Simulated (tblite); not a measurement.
Species: C3H3O3P.
Z-matrix (Å and degrees, GFN2-xTB geometry), rows numbered from 1:
```
C 
O   1  1.4251
C   2  1.3256  1  116.95
O   3  1.1958  2  126.94  1    -0.00
P   3  1.8514  2  104.20  1  -179.96
C   5  1.6502  3   97.38  2  -179.94
O   6  1.1535  5  172.76  3   179.94
H   1  1.0915  2  110.11  3    59.65
H   1  1.0868  2  106.06  3   179.55
H   1  1.0916  2  110.20  3   -60.61
```

Level: GFN2-xTB in tblite, geometry and Hessian alike; calculated harmonic values, unscaled, isolated species. The method is semi-empirical: single wavenumbers can be off by several per cent or more. One conformer, not necessarily the lowest.

Harmonic wavenumbers (cm⁻¹): 36.4, 53.5, 83.8, 161.3, 200.4, 316.7, 371.5, 403.3, 514.9, 580.1, 790.0, 840.0, 967.5, 1106.7, 1115.7, 1151.5, 1382.2, 1436.0, 1454.7, 1780.5, 2090.9, 2985.1, 2993.9, 3049.3.

A = 6295, B = 1251, C = 1051 MHz; mass 117.982 u (most abundant isotopes); point group Cs, symmetry number 1.

Task: What is the zero-point energy?

Result: Half the sum of the wavenumbers: 12933 cm⁻¹ = 154.71 kJ/mol.

Task: Give the ideal-gas entropy at 298.15 K and 1 bar in the rigid-rotor, harmonic-oscillator model (classical rotation).

Result: Translation 168.35, rotation 117.38, vibration 99.47: S = 385.2 J/(mol K).

Task: And Cp and H(298.15 K) − H(0)?

Result: Cp = 114.23 J/(mol K), of which vibrations give 80.97 (their classical limit is 24 R = 199.5); H(298.15 K) − H(0) = 23.96 kJ/mol without the zero-point energy, 14.05 from vibrations.

Task: Which modes carry the vibrational entropy at 298.15 K?

Result: 36.4 cm⁻¹: 22.79; 53.5 cm⁻¹: 19.60; 83.8 cm⁻¹: 15.90; 161.3 cm⁻¹: 10.60; 200.4 cm⁻¹: 8.91; 316.7 cm⁻¹: 5.55 J/(mol K); the other 18 give 16.12 together.

Task: What must be added to the electronic energy to get the Gibbs energy at 298.15 K and 1 bar?

Result: ZPE + [H(298.15 K) − H(0)] − T·S = 154.71 + 23.96 − 114.85 = 63.82 kJ/mol.

Hindered rotation and anharmonicity are outside this model. Other conformers, if any are populated, would add a mixing term that is left out.
